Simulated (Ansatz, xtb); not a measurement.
# C4H2ClNO2: which of two isomers lies lower

Structure X is `O=Cc1cnc(Cl)o1`, a singlet and structure Y is `O=Cc1ncc(Cl)o1`, a singlet. Both are isolated molecules in the gas phase, relaxed with PBE0-D3(BJ)/def2-SVP, each in the lowest conformer that the search found.

Energies in hartree; the thermal terms are from GFN2-xTB frequencies at re-optimised GFN2-xTB minima (ideal gas, soft modes damped towards free rotors, one conformer each, 298.15 K, 1 atm) and include the zero-point energy:

```
                              X           Y
E, CCSD(T)/def2-SVP  −817.079518  −817.076181
    E, MP2/def2-SVP  −817.005295  −817.003344
  E, MP2/def2-TZVPP  −817.875796  −817.874637
  zero-point energy     0.055985     0.055979
       H(298 K) − E     0.063716     0.063708
       G(298 K) − E     0.024046     0.023933
```

Problem. Correct the CCSD(T) difference for the basis set by the MP2 change, then work out ΔE, ΔE₀, ΔH and ΔG for X → Y in kcal/mol (1 Eh = 627.51 kcal/mol) and the equilibrium ratio [Y]/[X].

Solution. 1. Differences Y − X: CCSD(T) +0.003337, MP2 in the small set +0.001951, MP2 in the large set +0.001159 Eh.
2. ΔE = +0.003337 + (+0.001159 − (+0.001951)) = +0.002545 Eh = +1.60 kcal/mol.
3. ΔE₀ = ΔE + ΔZPE = +0.002545 + (−0.000006) Eh = +1.59 kcal/mol.
4. ΔH = ΔE + (−0.000008) Eh = +1.59 kcal/mol.
5. ΔG = ΔE + (−0.000113) Eh = +1.53 kcal/mol, so ΔS = (ΔH − ΔG)/T = +0.9 J/(mol K).
6. kT = 0.9442 mEh, so K = [Y]/[X] = exp(−ΔG/kT) = exp(−2.58) ≈ 0.076.

Structure X is favoured at this temperature. An error of 1 kcal/mol in ΔG would change K by a factor of 5.4. Mirror images and further conformers aren't counted.

As drawn, both hold the same kinds of bond in the same numbers.

Other levels gave ΔE = +3.3 (GFN2-xTB); 0.0 (HF/STO-3G, GFN2-xTB geometries); +1.9 (r2SCAN-D4/def2-SVP, GFN2-xTB geometries); +2.1 (PBE0-D3(BJ)/def2-SVP); +3.5 (HF/def2-SVP); +1.2 (MP2/def2-SVP); +2.1 (CCSD(T)/def2-SVP) kcal/mol. The correlated steps freeze 12 core orbitals. Programs: Ansatz 0.2.0, xtb 6.7.1.
